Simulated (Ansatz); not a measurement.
`BO[SiH2][GeH3]` + H₂S → `[SH][GeH3]` + `BO[SiH3]`  (cleavage of the Ge–Si bond)

Gas-phase electronic energies from Ansatz, PBE0-D4/def2-TZVP geometries. CCSD(T)/CBS is the MP2 limit (def2-TZVPP, def2-QZVPP) plus CCSD(T) − MP2 in def2-TZVPP, frozen cores. This one scheme is used for every species. Functionals use def2-TZVPP. B3LYP here is the variant with VWN-RPA as its local correlation; programs differ in this. For Ge outer-core shells are correlated without core-valence functions, which leaves a few kJ/mol of doubt a bond. Scalar relativity is left out up to krypton. Each species was taken in one conformer, which may not be the lowest.

```tsv
level	ΔE (kcal/mol)	difference from CCSD(T)/CBS
PBE-D4	-5.1	1.8
r2SCAN-D4	-6.6	0.3
PBE0-D4	-6.0	0.9
B3LYP-D4	-6.9	0.0
ωB97X-V	-7.3	-0.4
ωB97M-V	-7.4	-0.5
B2PLYP	-8.4	-1.5
PBE	-5.8	1.1
r2SCAN	-6.9	0.0
PBE0	-6.7	0.2
B3LYP	-8.1	-1.2
HF/def2-TZVPP	-11.8	-4.9
MP2/def2-TZVPP	-8.7	-1.8
SCS-MP2/def2-TZVPP	-9.2	-2.3
CCSD/def2-TZVPP	-7.4	-0.5
CCSD(T)/def2-TZVPP	-7.1	-0.2
HF/def2-QZVPP	-12.0	-5.1
MP2/def2-QZVPP	-8.6	-1.7
SCS-MP2/def2-QZVPP	-9.3	-2.4
HF/CBS(def2)	-12.0	-5.1
MP2/CBS(def2)	-8.4	-1.5
CCSD/CBS(def2)	-7.2	-0.3
CCSD(T)/CBS	-6.9	0
```

Largest T1 diagnostic among the species: 0.013.

The D4 term adds +1.1 kcal/mol with B3LYP and +0.7 kcal/mol with PBE0; it sums over pairs of atoms, weighted by their polarisabilities, and B3LYP, whose exchange is more repulsive, gets the larger term. From PBE to PBE0 (25 % exact exchange), in def2-TZVPP and without D4, ΔE moves by −0.9 kcal/mol. In def2-TZVPP, CCSD(T) changes the Hartree–Fock value by +4.7 kcal/mol (the triples alone add +0.3 kcal/mol) and MP2 by +3.2 kcal/mol.
